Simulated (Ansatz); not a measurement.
`C[CH2][Ga@-]1([Cl])[Br+][Ga@-]([Cl])([CH2]C)[Br+]1`, charge 0, multiplicity 1.

(1) Give a relaxed structure at PBE0-D4/def2-TZVP (Ansatz 0.2.0). (Estimate.)

Answers

(1) The calculation gave: 
```xyz
20

C    -0.117   -1.371    3.046
C    -1.032   -1.336    1.829
Ga   -0.237   -2.192    0.255
Cl    0.288   -4.265    0.077
Br   -1.495   -1.590   -1.819
Ga    0.293    0.115   -2.196
Cl    1.190   -0.342   -4.091
C    -0.289    1.887   -1.595
C     0.863    2.876   -1.470
Br    1.781   -0.892   -0.453
H     0.827   -0.852    2.857
H    -0.588   -0.886    3.906
H     0.125   -2.395    3.341
H    -1.280   -0.310    1.545
H    -1.977   -1.850    2.027
H    -0.802    1.750   -0.639
H    -1.038    2.237   -2.311
H     1.371    3.026   -2.425
H     1.610    2.536   -0.749
H     0.506    3.853   -1.133
```
Point group Cs.
This is one stationary point; other conformers may exist.
